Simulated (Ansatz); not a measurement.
[CrO2S2]2- (CrS₂O₂²⁻), 5 atoms. Hardware: 4 threads of Intel Xeon on a shared host.

Correlated methods freeze 17 core orbitals; core or outer-core shells of Cr are correlated, in sets that lack core-valence functions. A multiply charged anion in the gas phase is held together partly by the finite basis.

(1) How many basis functions does each of these Ansatz runs have, and roughly what does it cost? PBE0-D4/def2-SVPD, charge -2 singlet, relaxation, 6 steps; CCSD(T)/def2-SVPD, charge -2 singlet, energy, from earlier orbitals; MP2/def2-TZVPD, charge -2 singlet, energy, from earlier orbitals; B97M-V/def2-TZVPD, charge -2 singlet, energy, from earlier orbitals; PBE0-D4/def2-SVP, charge -2 singlet, energy with a search over starts; PBE0-D4/def2-TZVPD, charge -2 singlet, energy, from earlier orbitals; r2SCAN-D4/def2-TZVPD, charge -2 triplet at the geometry of the charge -2 singlet, energy, from earlier orbitals; BHLYP-D4/def2-TZVPD, charge -2 singlet, energy, from earlier orbitals; LC-ωPBE/def2-TZVPD, charge -2 singlet, energy and forces, from earlier orbitals; PBE-D4/def2-SVPD, charge -2 singlet, energy, from earlier orbitals; B3LYP-D4/def2-TZVPD, charge -2 singlet, energy, from earlier orbitals; ωB97X-V/def2-TZVPD, charge -2 singlet, energy, from earlier orbitals.

## Answers

(1) Other jobs shared the machine, so times can vary by a factor of up to 3. A dash marks memory too small to be measured apart from the calling script's.

```tsv
run	functions	fitting or Cholesky vectors	wall time	peak host memory (GiB)
PBE-D4/def2-SVPD, charge -2 singlet, energy, from earlier orbitals	134	1305	2.6 s	–
PBE0-D4/def2-SVP, charge -2 singlet, energy with a search over starts	95	931	3.1 s	–
PBE0-D4/def2-TZVPD, charge -2 singlet, energy, from earlier orbitals	220	1494	8.5 s	0.72
B3LYP-D4/def2-TZVPD, charge -2 singlet, energy, from earlier orbitals	220	1447	8.6 s	0.71
BHLYP-D4/def2-TZVPD, charge -2 singlet, energy, from earlier orbitals	220	1657	9.6 s	0.75
LC-ωPBE/def2-TZVPD, charge -2 singlet, energy and forces, from earlier orbitals	220	1396	9.6 s	–
B97M-V/def2-TZVPD, charge -2 singlet, energy, from earlier orbitals	220	1396	13 s	–
ωB97X-V/def2-TZVPD, charge -2 singlet, energy, from earlier orbitals	220	1429	18 s	0.85
r2SCAN-D4/def2-TZVPD, charge -2 triplet at the geometry of the charge -2 singlet, energy, from earlier orbitals	220	1396	19 s	–
PBE0-D4/def2-SVPD, charge -2 singlet, relaxation, 6 steps	134	1412	32 s	–
MP2/def2-TZVPD, charge -2 singlet, energy, from earlier orbitals	220	1503	42 s	0.73
CCSD(T)/def2-SVPD, charge -2 singlet, energy, from earlier orbitals	134	1313	2 min	0.98
```
